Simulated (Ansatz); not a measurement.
Ansatz (an electronic-structure program) input:

Ansatz 0.2 input:
```yaml
crystal:
  periodic: [false, false, false]
  atoms:
    - {symbol: Si, position_ang: [0.22679746, 0.05573040, -1.01853749]}
    - {symbol: C, position_ang: [-1.01872015, -1.16026351, -1.72455035]}
    - {symbol: C, position_ang: [-0.25438705, 1.83293467, -1.39058038]}
    - {symbol: Br, position_ang: [0.26754867, -0.20527583, 1.22746047]}
    - {symbol: H, position_ang: [-0.75694885, -2.18687099, -1.46960041]}
    - {symbol: H, position_ang: [-1.05518514, -1.06974233, -2.81248773]}
    - {symbol: H, position_ang: [-2.01424634, -0.94779813, -1.32455693]}
    - {symbol: H, position_ang: [-0.27181104, 1.99802215, -2.47019793]}
    - {symbol: H, position_ang: [0.44874530, 2.53473738, -0.94278083]}
    - {symbol: H, position_ang: [-1.25127854, 2.04005341, -0.99118351]}
basis:
  gaussian:
    orbitals: 6-31G*
hamiltonian:
  xc: {name: PBE0}
magnetization: {spin_polarized: true, initial_magnetization: 1}
```

### Question
Which total energy does the run end on?

### Answer
-2942.65926 Eh (PBE0/6-31G*).

It need not be the lowest isomer of its formula.
